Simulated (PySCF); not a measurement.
# Peak assignment

Structure with atom numbers: `[CH3:1][C:2]([CH3:3])([CH3:4])[S:5]([CH3:6])(=[O:7])=[O:8]`; H(Xn) means a hydrogen on atom n.

Theoretical values (PySCF 2.14.0 with density-fitted response routines): shieldings: GIAO PBE0/pcSseg-1, PBE0-D3(BJ)/def2-SVP structure. No solvent model, fast rotation and ring inversion assumed for equivalent nuclei, single conformer, no relativistic terms.

Referencing at the same level of theory: ¹³C, ¹H vs TMS.

Question: Assign these signals to the numbered atoms. ¹³C{¹H} NMR (computed): δ 62.4 (C), 36.7 (CH3), 23.7 (CH3).

Answer: 
```tsv
δ (ppm)	atoms	environment	reason
62.4	C2	fully substituted sp3 carbon bonded to S	–
36.7	C6	methyl carbon bonded to S	–
23.7	C1/C3/C4	methyl carbon	aliphatic region, no heteroatom directly attached
```

Question: Assign these signals to the numbered atoms. ¹H NMR (300 MHz, computed): δ 2.55 (s, 3H), 1.28 (s, 9H).

Answer: 
2.55 → H(C6), hydrogen on a methyl carbon bonded to S
1.28 → H(C1)/H(C3)/H(C4), hydrogen on a methyl carbon

Shifts are as computed. Against solution values, carbons near 30 ppm lie about +2 ppm off and those near 130 ppm about +5 ppm. Of 1211 compounds with measured shifts, 218 miss one by over three times the rms of a fit or turn the order of signals round; such compounds aren't used in these exercises. No couplings were computed; multiplicities are counted from neighbouring protons, with m where these are inequivalent, close in shift, in a saturated or five-membered ring or joined by F or P, and br s for small geminal =CH2 splittings.
